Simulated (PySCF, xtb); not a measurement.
C2H7ClSi2, SMILES Cl[Si@@H]1CC[SiH2]1.

xtb with GFN2-xTB at its own geometry gives an orbital gap of 3.95 eV and a dipole moment of 1.71 D.

Coordinates come from a PBE0-D3(BJ)/def2-SVP optimisation. The structure was generated by enumeration; whether it is a known compound was not checked.

**Question.** What does r2SCAN/def2-TZVP (PySCF) give? (Estimate from the structure and the level; the computed values follow.)

**Answer.** gap 5.74 eV (levels -6.64 and -0.90 eV), dipole 1.94 D.
